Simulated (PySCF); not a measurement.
**CoCl3, singlet: structure and spectrum**

All numbers come from PBE0 in PySCF with Co def2-TZVP, Cl def2-TZVP; no relativity; density-fitted integrals.

The structure is a saddle point with 1 imaginary mode.

```xyz
4
charge 0 multiplicity 1, angstrom
Co    0.0000    0.0000   -0.3189
Cl    0.0000    0.0000    1.7787
Cl    2.0230    0.0000   -0.6210
Cl   -2.0230    0.0000   -0.6210
```

```json
{
 "Point group": "C2v",
 "Bond lengths": "Co–Cl 2.045 Å (×2), Co–Cl 2.098 Å",
 "Bond angles": "Cl–Co–Cl 98.5° (×2), Cl–Co–Cl 163.0°",
 "Principal quadrupole moments (Buckingham, traceless) about the centre of mass": "-1.23, -0.94, 2.16 D Å",
 "Lowest empty level": "-6.11 eV",
 "Principal polarisabilities": "38.2, 66.4, 108.2 bohr³",
 "Dipole moment": "2.03 D",
 "Atomisation energy without zero-point energy": "717 kJ/mol",
 "Zero-point energy (real modes)": "9.7 kJ/mol",
 "Highest occupied level": "-8.54 eV",
 "Rotational constants": "0.1174, 0.0589, 0.03922 cm⁻¹"
}
```

Harmonic modes (masses in u: Co 58.933, Cl 34.969):
```json
{"symmetry": "b1", "ω (cm⁻¹)": "241i", "IR (km/mol)": "–"}
{"symmetry": "b2", "ω (cm⁻¹)": "137", "IR (km/mol)": "0.2"}
{"symmetry": "a1", "ω (cm⁻¹)": "157", "IR (km/mol)": "0.3"}
{"symmetry": "a1", "ω (cm⁻¹)": "377", "IR (km/mol)": "0.9"}
{"symmetry": "a1", "ω (cm⁻¹)": "438", "IR (km/mol)": "10.5"}
{"symmetry": "b2", "ω (cm⁻¹)": "512", "IR (km/mol)": "149"}
```

In C2v the vibrations span b1 + 2b2 + 3a1. Here b1 is antisymmetric to the molecular plane and b2 lies in it.

Charges (e):
```csv
atom,Mulliken,Löwdin,polar tensor,Mayer order to Co1
Co1,0.62,-0.59,1.20,–
Cl2,-0.23,0.13,-0.25,1.03
"Cl3,4",-0.19,0.23,-0.48,1.23
```

Mulliken populations on Co1: s 6.49, p 12.41, d 7.48, f 0.00.

Outer orbital energies (eV). occupied: -11.08, -11.05, -10.36, -10.33, -10.19, -9.11, -8.65, -8.54; empty: -6.11, -4.84, -0.09, 1.48.

Only a few start shapes were tried, so a lower isomer may exist. At this level a quintet minimum of D3h symmetry lies 238 kJ/mol below this structure. At the minimum of this search the closed-shell solution is unstable towards spin polarisation, so a lower open-shell solution exists.

The final relaxation and frequency run took 89 s on 4 threads of a shared Intel Xeon Platinum 8259CL @ 2.50GHz (Skylake/Cascade Lake) host, with 156 basis functions and 14 gradients; the process peaked at 1.6 GiB. Launch command: `OMP_NUM_THREADS=4 python axn.py task.json out`.
